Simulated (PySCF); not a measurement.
Numbering as in the mapped SMILES `[CH3:1][SiH2:2][CH2:3][C:4](=[O:5])[NH:6][C:7]1=[CH:8][CH2:9][CH2:10]1` (H(Xn): hydrogen on atom n).

PySCF 2.14 calculation with NMR shieldings at PBE0/pcSseg-1/GIAO and geometry from GFN2-xTB; no solvent, non-relativistic Hamiltonian, one averaged value for each set of equivalent atoms, one computed conformer.

Referencing at the same level of theory: 13C and 1H and 29Si vs TMS; H2O for 17O; 15N vs NH3.

```csv
atoms,nucleus,count,δ (ppm)
H(C1),1H,3,0.35
H(C10),1H,2,3.23
H(C9),1H,2,2.40
C1,13C,1,-8.5
N6,15N,1,?
C3,13C,1,?
H(N6),1H,1,6.24
C8,13C,1,?
H(C3),1H,2,1.66
C9,13C,1,27.6
C7,13C,1,?
C10,13C,1,34.9
H(C8),1H,1,4.88
H(Si2),1H,2,4.28
C4,13C,1,?
Si2,29Si,1,-39.6
O5,17O,1,433.9
```

Complete the table.

Results:


- C4: 170.9 ppm, amide carbonyl carbon; lone-pair donation from the attached heteroatom keeps it upfield of a ketone carbonyl
- C7: 146.6 ppm, alkene carbon bearing nitrogen; an sp2 carbon further deshielded by the attached heteroatom
- C8: 106.2 ppm, β carbon of an enol-ether or enamine type C=C; the O or N lone pair pushes π density onto this β carbon and shields it
- C3: 26.4 ppm, sp3 CH2 bonded to Si, α to a carbonyl; the adjacent C=O deshields it moderately
- N6: 161.9 ppm, amide-type nitrogen

OH and NH positions are those of a molecule without intermolecular hydrogen bonds; in solution they move with solvent, concentration and temperature, and exchange usually removes their couplings. Shifts are as computed. Against solution values, carbons near 30 ppm lie about +3 ppm off and those near 130 ppm about +5 ppm. Of 1211 compounds with measured shifts, 218 miss one by over three times the rms of a fit or turn the order of signals round; such compounds aren't used in these exercises. Hydrogen bonding in solution shields acid and N–H amide carbonyl oxygens by tens of ppm. The C=O carbon of an acid or of an amide with N–H lies up to 10 ppm further downfield in solution, through hydrogen bonding that the calculation lacks. Unscaled 17O shifts of doubly bonded oxygen tend to come out too high, by tens of ppm or more. Experimental scales use liquid or dissolved standards, which lie at an offset from isolated NH3 (liquid NH3: subtract about 20 ppm) and H2O (liquid H2O: subtract about 36 ppm). Unscaled 15N shifts of sp2 nitrogen come out 20 to 40 ppm too high even then.
